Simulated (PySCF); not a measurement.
## Computed properties of CdFGeH₃, SMILES [GeH3][Cd][F]

Cd(F)(GeH3) (CdFGeH3), SMILES [F][Cd][GeH3]. Geometry optimised at B3LYP-D3(BJ)/def2-SVP. The structure was generated by enumeration; whether it is a known compound was not checked. The def2 effective core potentials stand for the cores of Cd; spin–orbit coupling is left out. One conformer was computed; it need not be the lowest. All values are computed for the isolated molecule unless a solvent is named; none is compared with measurement here.

**Structure.** The optimised structure has C3v symmetry. All 12 harmonic modes at B3LYP-D3(BJ)/def2-SVP (PySCF) are real, so it is a minimum. With heavy atoms numbered as in [Cd:1]([F:2])[GeH3:3], the shortest bond between them is Cd1–F2 at 1.954 Å and the longest Cd1–Ge3 at 2.518 Å.

**Vibrations.** The strongest infrared lines (harmonic, unscaled, degenerate partners summed) lie at 787 cm⁻¹ (237 km/mol, H 97 %), 2126 cm⁻¹ (208 km/mol, H 98 %), 597 cm⁻¹ (96 km/mol, F 83 %, Cd 17 %). The softest mode is at 93 cm⁻¹ and the zero-point energy is 15.4 kcal/mol.

**Electronic structure.** CAM-B3LYP/def2-TZVPD (PySCF) places the frontier levels at -9.49 and -0.56 eV, a gap of 8.93 eV, and gives a dipole moment of 3.14 D and a mean polarisability of 66.5 bohr³. PBE/def2-TZVPD (PySCF) at the same geometry gives -7.26 and -2.16 eV, so its gap is 3.83 eV narrower. An orbital gap is neither the optical nor the fundamental gap.

**Excitations.** TDDFT-CAM-B3LYP/def2-SVPD (PySCF) has S1 at 6.33 eV (196 nm, f = 0.215, bright); the most intense of the 10 singlets computed lies at 6.35 eV (f = 0.60). Strengths of degenerate partners are summed. T1 (TDA) is at 5.07 eV. No vertical singlet excitation falls in the visible range (under 3.1 eV).
